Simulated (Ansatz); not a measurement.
Job for Ansatz (a quantum-chemistry and plane-wave program): U-CCSD(T)/def2-TZVPPD on H2Sb (SMILES [SbH2]), 2S+1 = 2, atoms moved off the minimum. Elements past Kr take the def2 small-core potentials; no spin–orbit coupling. Files ending in .json are basis or fitting sets from the Basis Set Exchange. The run froze 9 orbitals, filled d shells among them.

Ansatz 0.2 input:
```yaml
crystal:
  periodic: [false, false, false]
  atoms:
    - {symbol: Sb, position_ang: [-0.03088873, 0.00127930, 0.10933956]}
    - {symbol: H, position_ang: [-1.20702316, -1.17870942, -0.08850804]}
    - {symbol: H, position_ang: [1.15701348, -1.22580098, -0.09709750]}
basis:
  gaussian:
    orbitals: def2-TZVPPD.json
magnetization: {spin_polarized: true, initial_magnetization: 1}
correlation: {method: ccsd_t, electrons: outside_noble_gas}
scf: {omitted_lower_state_checks: [cluster_reference]}
output: {forces: true}
```

The head of its log:

```
WARN ansatz: RAYON_NUM_THREADS=1 ignored (pool sized by the plan → 1); use --threads N
Functional definition: HF
these checks for a lower state are left out or cut short: cluster_reference
integrals: 0.13 GiB planned
680 factors; integrals over basis functions are off by at most 7.7e-4 eV
mean field: 0.19 GiB planned
mean field evaluation 1: about -6541.2757 eV, gradient 5.6e0 eV
mean field evaluation 2: about -6541.2774 eV, gradient 5.6e0 eV
mean field evaluation 4: about -6541.7114 eV, gradient 6.9e-1 eV
mean field evaluation 8: about -6541.7177 eV, gradient 2.4e-3 eV
mean field -6541.71773011 eV, -240.4036924458 hartree, gradient 4.2e-6 eV, S^2 0.766821; 0 other end points of the search recorded, 0 dependent functions left out
9 core orbitals not correlated
reference -6541.71773011 eV, -240.4036924458 hartree; 4, 3 occupied and 77, 78 virtual orbitals, 680 factors
densities: 0.62 GiB planned
```

Problem. What total energy does the run end on?

Solution. -240.5443 hartree (reference determinant -240.4037, T1 diagnostic 0.015).
